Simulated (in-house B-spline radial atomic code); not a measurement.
Settings and results of a run for F II (F+) (an excited or competing configuration). Method: Dirac-Hartree-Fock, average of the jj configuration, Fermi nucleus of rms radius 2.8976 fm. Calculated with a radial B-spline atomic code at the basis-set limit.

In the input, a minus or plus after the letter marks the j = l - 1/2 or j = l + 1/2 subshell.

Command:
```bash
python run_scf.py task.json out
```
Settings (nuclear radius in fm, mass in u):
```
Z                9
configuration    1s2 2s2 2p-1 2p+2 5g+1
hamiltonian      dirac
method           hf
spin_polarised   False
nucleus          fermi
rms_radius       2.8976
atomic_mass      18.9984
speed_of_light   137.035999084
```

Output (hartree, bohr):
```
 radial grid: 93 intervals, B-splines of order 8, outer radius 102 bohr

 iter        energy (Eh)    residual
    1        -94.6468575    2.68e-01
    2        -97.4212674    9.36e-02
    3        -97.5894606    3.74e-02
    4        -97.6172240    1.49e-02
    5        -97.6220536    2.84e-03
    6        -97.6223354    1.60e-04
    7        -97.6223357    1.32e-05
    8        -97.6223357    1.38e-06
    9        -97.6223357    6.80e-08

 total energy                      -97.622336
 kinetic                             97.80926
 electron-nucleus                  -224.64411
 electron-electron                   29.21252

 first-order corrections (not in the total)
   Gaunt                            0.01153
   retardation                     -0.00047
   frequency dependence            -0.00000
   self-energy                      0.00776
   Uehling                         -0.00040
   Wichmann-Kroll                   0.00000
   recoil                           0.00260

 orbital      occ     eigenvalue          <r>       <r^2>       <1/r>     <1/r^2>     <1/r^3>       r_max    small
 1s1/2      2.000      -28.06130     0.175256   0.0413585     8.65536     151.972           -      0.1144  9.95e-04
 2s1/2      2.000       -2.85450     0.918137     1.00336     1.57141     10.1433           -      0.7364  1.28e-04
 2p1/2      1.000       -2.17974     0.886261    0.980237     1.47916     3.09368           -      0.6538  1.17e-04
 2p3/2      2.000       -2.15924     0.889619     0.98806     1.47388     3.06774      10.266      0.6554  1.17e-04
 5g9/2      1.000       -0.08000      13.7499     206.247   0.0800009  0.00711132 0.000711158        12.5  2.13e-06
```

Cost of the run: 2.7 s on 1 thread of Intel(R) Xeon(R) Platinum 8259CL CPU @ 2.50GHz (shared host).

For the Dirac Hamiltonian the kinetic term is c α·p + (β - 1)c².
